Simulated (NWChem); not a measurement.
# SiNH$_{3}$F$_{2}$; SMILES N[SiH](F)F

```xyz
7

Si     0.0146    -0.0114     0.3352
N      0.2430     1.5661    -0.2352
F     -1.4037    -0.5636    -0.1996
F      1.0815    -1.0840    -0.2370
H      0.0828    -0.0428     1.8084
H      0.1194     1.8278    -1.2060
H      0.7934     2.2402     0.2815
```
Atoms are numbered in this order, from 1.

The geometry was optimised at PBE0/def2-SVP.

Problem. List the 4 lowest vertical singlet excitations and the 4 lowest triplet ones from PBE/def2-SVP, full TDDFT (NWChem).

Solution. 
```tsv
state	energy (eV)	oscillator strength	leading excitation (squared amplitude)
S1	7.30	0.031	HOMO → LUMO (0.99)
S2	7.70	0.003	HOMO → LUMO+1 (0.92)
S3	8.48	0.008	HOMO → LUMO+3 (0.78)
S4	8.75	0.036	HOMO → LUMO+2 (0.60)
T1	6.67	spin-forbidden	HOMO → LUMO (1.00)
T2	7.38	spin-forbidden	HOMO → LUMO+1 (0.88)
T3	7.81	spin-forbidden	HOMO → LUMO+2 (0.85)
T4	8.26	spin-forbidden	HOMO → LUMO+3 (0.95)
```
